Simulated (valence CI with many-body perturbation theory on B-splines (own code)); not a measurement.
# Energy levels of Pr18+

Calculated by configuration interaction combined with many-body perturbation theory (CI+MBPT): five valence electrons over a frozen Dirac-Fock core [Kr], a basis of 7 s, 7 p, 8 d, 6 f, 4 g, 1 h functions for each j, with the one-electron correlation potential Σ1 (screened to all orders), the two-electron term Σ2, the three-electron term Σ3, Breit, model QED; selected single and double excitations, second order for the rest, scaled by the run's own slope (own B-spline code, finite nucleus).

No measured levels were compared; by estimate terms of the open shell hold to 2 to 4 % of their energy, and close levels can change places. Among the levels kept, up to 610 cm⁻¹ of a level comes from second order outside the variational space, and about a tenth of that is noise between levels of different J, which matters for small intervals. Only levels of the ground parity were solved; by the run's estimate the other parity begins above the list, which can be wrong where configurations are misplaced.

Levels 1 to 32 of 32, with energies above the lowest level, (4d3/2^3 4d5/2^2) J=5/2 [a]. "Leading %" is the weight of the configuration and term that name the level; weights of strongly mixed levels are sums over their largest components and can fall short, so below about 35 % the name and the second component can differ from the true leading terms, or belong to a minority configuration. In the jj column 3d3/2^4 stands for four electrons in 3d with j = 3/2.

```csv
No.,Configuration,Term,J,E (cm⁻¹),Leading %,g,Leading jj
1,4d⁵,⁶S,5/2,0.0,71,1.856,4d3/2^3 4d5/2^2 (38 %)
2,4d⁵,⁴G,5/2,35212,26,1.073,4d3/2^4 4d5/2 (57 %)
3,4d⁵,⁴G,7/2,52527,54,1.116,4d3/2^3 4d5/2^2 (91 %)
4,4d⁵,⁴D,3/2,54852,46,1.317,4d3/2^3 4d5/2^2 (90 %)
5,4d⁵,⁴G,11/2,56115,65,1.191,4d3/2^3 4d5/2^2 (82 %)
6,4d⁵,⁴G,5/2,59657,37,1.086,4d3/2^3 4d5/2^2 (54 %)
7,4d⁵,⁴G,9/2,60058,71,1.165,4d3/2^3 4d5/2^2 (66 %)
8,4d⁵,⁴P,1/2,65261,58,1.743,4d3/2^3 4d5/2^2 (63 %)
9,4d⁵,⁴D,7/2,74527,45,1.232,4d3/2^2 4d5/2^3 (56 %)
10,4d⁵,²D,5/2,78634,36,1.240,4d3/2^3 4d5/2^2 (51 %)
11,4d⁵,²F,7/2,85914,34,1.147,4d3/2^3 4d5/2^2 (50 %)
12,4d⁵,²I,11/2,86112,65,1.025,4d3/2^2 4d5/2^3 (85 %)
13,4d⁵,⁴D,1/2,89123,67,0.815,4d3/2^2 4d5/2^3 (87 %)
14,4d⁵,²D,3/2,90607,42,1.047,4d3/2^2 4d5/2^3 (51 %)
15,4d⁵,²G,9/2,92191,48,1.153,4d3/2^2 4d5/2^3 (67 %)
16,4d⁵,⁴F,3/2,94955,49,0.976,4d3/2^2 4d5/2^3 (81 %)
17,4d⁵,²I,13/2,95552,99,1.075,4d3/2^2 4d5/2^3 (99 %)
18,4d⁵,²F,5/2,99999,37,1.015,4d3/2^2 4d5/2^3 (74 %)
19,4d⁵,²H,9/2,111340,51,1.108,4d3/2^2 4d5/2^3 (98 %)
20,4d⁵,²G,7/2,114190,61,0.995,4d3/2^2 4d5/2^3 (94 %)
21,4d⁵,⁴F,5/2,114770,40,1.073,4d3/2^2 4d5/2^3 (67 %)
22,4d⁵,²F,5/2,122250,38,1.129,4d3/2 4d5/2^4 (51 %)
23,4d⁵,²D,3/2,122450,68,0.756,4d3/2^2 4d5/2^3 (44 %)
24,4d⁵,²F,7/2,126950,63,1.080,4d3/2^2 4d5/2^3 (63 %)
25,4d⁵,²S,1/2,129600,70,1.920,4d3/2^2 4d5/2^3 (43 %)
26,4d⁵,⁴F,7/2,134750,44,1.192,4d3/2 4d5/2^4 (84 %)
27,4d⁵,²G,9/2,137150,49,1.094,4d3/2^2 4d5/2^3 (51 %)
28,4d⁵,²H,11/2,139690,67,1.066,4d3/2 4d5/2^4 (94 %)
29,4d⁵,²D,3/2,147950,73,0.844,4d3/2 4d5/2^4 (62 %)
30,4d⁵,²D,5/2,155440,63,1.108,4d3/2 4d5/2^4 (74 %)
31,4d⁵,²G,9/2,161990,91,1.110,4d3/2^2 4d5/2^3 (51 %)
32,4d⁵,²D,5/2,164300,53,1.105,4d5/2^5 (44 %)
```

Where two levels of one J and parity lie close, their mixing, g and order are uncertain.

The ionisation energy to 4d⁴ ⁵D0 of the next ion comes out as 516.68 eV (NIST: 516 ± 3 eV (theoretical)). All 32 levels together are meant to be complete up to 168840 cm⁻¹.
